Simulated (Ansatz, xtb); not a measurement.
**C4H6F4: which of two isomers lies lower**

We compare I, `CC[C@@H](F)C(F)(F)F`, a singlet, with II, `CC(C)(F)C(F)(F)F`, a singlet. Both are isolated molecules in the gas phase, relaxed with PBE0-D3(BJ)/def2-SVP; each stands in its lowest conformer found.

Energies in hartree; the thermal terms are from GFN2-xTB frequencies at re-optimised GFN2-xTB minima (ideal gas, soft modes damped towards free rotors, one conformer each, 298.15 K, 1 atm) and include the zero-point energy:

|  | I | II |
| --- | --- | --- |
| E, CCSD(T)/def2-SVP | −553.669193 | −553.677671 |
| E, MP2/def2-SVP | −553.587734 | −553.596461 |
| E, MP2/def2-TZVPP | −554.637068 | −554.645361 |
| zero-point energy | 0.098253 | 0.097277 |
| H(298 K) − E | 0.107803 | 0.106987 |
| G(298 K) − E | 0.064554 | 0.064150 |

Question: Correct the CCSD(T) difference for the basis set by the MP2 change, then work out ΔE, ΔE₀, ΔH and ΔG for I → II in kcal/mol (1 Eh = 627.51 kcal/mol) and the equilibrium ratio [II]/[I].

Answer: 1. Differences II − I: CCSD(T) −0.008478, MP2 in the small set −0.008727, MP2 in the large set −0.008293 Eh.
2. ΔE = −0.008478 + (−0.008293 − (−0.008727)) = −0.008044 Eh = −5.05 kcal/mol.
3. ΔE₀ = ΔE + ΔZPE = −0.008044 + (−0.000976) Eh = −5.66 kcal/mol.
4. ΔH = ΔE + (−0.000816) Eh = −5.56 kcal/mol.
5. ΔG = ΔE + (−0.000404) Eh = −5.30 kcal/mol, so ΔS = (ΔH − ΔG)/T = −3.6 J/(mol K).
6. kT = 0.9442 mEh, so K = [II]/[I] = exp(−ΔG/kT) = exp(+8.95) ≈ 7.7 × 10^3.

Structure II is favoured at this temperature. An error of 1 kcal/mol in ΔG would change K by a factor of 5.4. Mirror images and further conformers aren't counted.

As drawn, both hold the same kinds of bond in the same numbers. Structure I has 1 methyl group, II 2.

Other levels gave ΔE = −4.6 (GFN2-xTB); −3.0 (HF/STO-3G, GFN2-xTB geometries); −6.0 (r2SCAN-D4/def2-SVP, GFN2-xTB geometries); −4.7 (PBE0-D3(BJ)/def2-SVP); −3.6 (HF/def2-SVP); −5.5 (MP2/def2-SVP); −5.3 (CCSD(T)/def2-SVP) kcal/mol. The correlated steps freeze 8 core orbitals. Programs: Ansatz 0.2.0, xtb 6.7.1.
